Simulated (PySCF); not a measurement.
C9H7F3, SMILES C=Cc1cccc(C(F)(F)F)c1, GFN2-xTB optimised geometry.

```
19

C      2.55     0.25     0.00
C      1.72    -0.78     0.00
C      0.26    -0.72     0.00
C     -0.46    -1.91     0.00
C     -1.85    -1.91     0.00
C     -2.54    -0.72     0.00
C     -1.83     0.48     0.00
C     -2.60     1.77    -0.01
F     -3.27     1.94    -1.17
F     -3.53     1.81     0.96
F     -1.83     2.85     0.15
C     -0.44     0.48     0.00
H      3.62     0.11     0.00
H      2.22     1.28     0.00
H      2.13    -1.78     0.00
H      0.07    -2.85     0.00
H     -2.39    -2.85     0.00
H     -3.62    -0.70     0.00
H      0.08     1.43     0.00
```

Density from B3LYP/def2-SVP run with PySCF at that geometry.

Minimum of the electron density along straight lines between bonded atoms, close to the bond critical point (lines longer than 1.1 times the sum of covalent radii, or with two minima, are not listed):

| bond | length / Å | ρ at the minimum / e bohr⁻³ | ∇²ρ there / e bohr⁻⁵ | position (fraction from the first atom) |
|---|---|---|---|---|
| C1–C2 | 1.328 | 0.345 | -0.94 | 0.50 |
| C2–C3 | 1.458 | 0.277 | -0.68 | 0.50 |
| C3–C4 | 1.396 | 0.309 | -0.79 | 0.50 |
| C4–C5 | 1.382 | 0.316 | -0.82 | 0.50 |
| C5–C6 | 1.383 | 0.315 | -0.82 | 0.50 |
| C6–C7 | 1.390 | 0.310 | -0.79 | 0.49 |
| C7–C8 | 1.502 | 0.272 | -0.71 | 0.46 |
| C8–F9 | 1.348 | 0.272 | -0.28 | 0.34 |
| C8–F10 | 1.346 | 0.273 | -0.27 | 0.34 |
| C8–F11 | 1.341 | 0.275 | -0.22 | 0.34 |
| C3–C12 | 1.395 | 0.309 | -0.79 | 0.50 |
| C7–C12 | 1.384 | 0.313 | -0.79 | 0.51 |
| C1–H13 | 1.076 | 0.285 | -1.10 | 0.64 |
| C1–H14 | 1.076 | 0.284 | -1.09 | 0.63 |
| C2–H15 | 1.083 | 0.283 | -1.07 | 0.63 |
| C4–H16 | 1.081 | 0.285 | -1.08 | 0.63 |
| C5–H17 | 1.079 | 0.285 | -1.09 | 0.63 |
| C6–H18 | 1.079 | 0.286 | -1.10 | 0.64 |
| C12–H19 | 1.078 | 0.287 | -1.12 | 0.64 |
